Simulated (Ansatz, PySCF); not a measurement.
Species: CHCl, net charge 0, singlet state. 
Geometry from a B3LYP-D3(BJ)/def2-TZVP (Ansatz, a quantum-chemistry and plane-wave program) optimisation:
SMILES: [CH]Cl
```xyz
3

C     -1.0688     0.5284     0.0463
Cl     0.4789    -0.1654    -0.0143
H     -1.7291    -0.3590    -0.0347
```
Charge 0, spin multiplicity 1.

Property: vertical electron affinity (to the doublet state of charge -1; a negative value means that the extra electron is unbound and the number depends on the basis; each state is the SCF solution reached for its spin; for the singlet the Hartree-Fock reference is unstable and T1 is 0.021), in eV. Correlated levels leave the core frozen unless marked. UHF or UKS for open shells. Spin-orbit coupling is left out. Non-relativistic. Anions need diffuse functions: aug- sets have them; def2-D sets add few. CBS(X,Y): correlation extrapolated as X^-3; Hartree-Fock from the larger set.

```
level                                         program  vertical electron affinity (eV)
--------------------------------------------  -------  -------------------------------
SVWN5/def2-TZVPD                               Ansatz                       (withheld)
PBE/def2-TZVPD                                 Ansatz                       (withheld)
B3LYP/def2-TZVPD                               Ansatz                             1.04
M06-2X/def2-TZVPD                               PySCF                             0.97
wB97X-V/def2-TZVPD                             Ansatz                       (withheld)
SCS-MP2/def2-QZVPPD                            Ansatz                             0.86
CCSD/def2-SVPD                                 Ansatz                       (withheld)
CCSD/aug-cc-pV(T+d)Z                           Ansatz                             0.88
CCSD(T)/CBS(aug-cc-pV(T+d)Z,aug-cc-pV(Q+d)Z)   Ansatz                             0.97
```

Question: What belongs in the gaps?

Answer: 
- SVWN5/def2-TZVPD, vertical electron affinity (eV): 1.12
- PBE/def2-TZVPD, vertical electron affinity (eV): 1.01
- wB97X-V/def2-TZVPD, vertical electron affinity (eV): 0.94
- CCSD/def2-SVPD, vertical electron affinity (eV): 0.68
